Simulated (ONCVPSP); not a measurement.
**Plane-wave convergence, ONCV potential for holmium**

```
Element                 : Ho
Generator               : ONCVPSP 4.0.1
Type                    : optimised norm-conserving Vanderbilt (ONCV)
Functional              : PBE
Relativity              : scalar-relativistic
Frozen core             : [Kr] 4d10 4f10
Valence charge          : 11
Reference configuration : 5s2 5p6 5d1 6s2
Partial waves           : 5s+6s: rc 2.30 bohr, ncon 5, nbas 8, qcut 6.6 1/bohr, 2 projectors; 5p: rc 1.50 bohr, ncon 5, nbas 9, qcut 5.3 1/bohr, 1 projector; 5d: rc 3.05 bohr, ncon 4, nbas 9, qcut 6.1 1/bohr, 1 projector
Local potential         : polynomial inside 1.40 bohr (lpopt 2, dvloc0 -1 Ha)
Core correction         : Teter function fitted to the true core (icmod 2), fcfact 0.25
```

Question: For each optimised wave give the share of its norm inside rc, the residual kinetic energy above qcut (Ha) and the cutoffs (Ha) for errors of 10, 1, 0.1 and 0.01 mHa per electron.

Answer:

| wave | norm inside rc | residual KE | 10 mHa | 1 mHa | 0.1 mHa | 0.01 mHa |
| --- | --- | --- | --- | --- | --- | --- |
| 5s | 0.980 | 4.7e-07 | 10.7 | 14.3 | 17.0 | 19.1 |
| 6s | 0.097 | 4.4e-07 | 7.4 | 12.6 | 16.1 | 18.7 |
| 5p | 0.567 | 1.0e-02 | 14.3 | 85.3 | 111.3 | 123.8 |
| 5d | 0.642 | 7.1e-10 | 6.4 | 9.0 | 11.2 | 13.1 |

The occupied waves need 85 Ha and 111 Ha for 1 and 0.1 mHa. 1 of 4 tests not solved or not reliable.
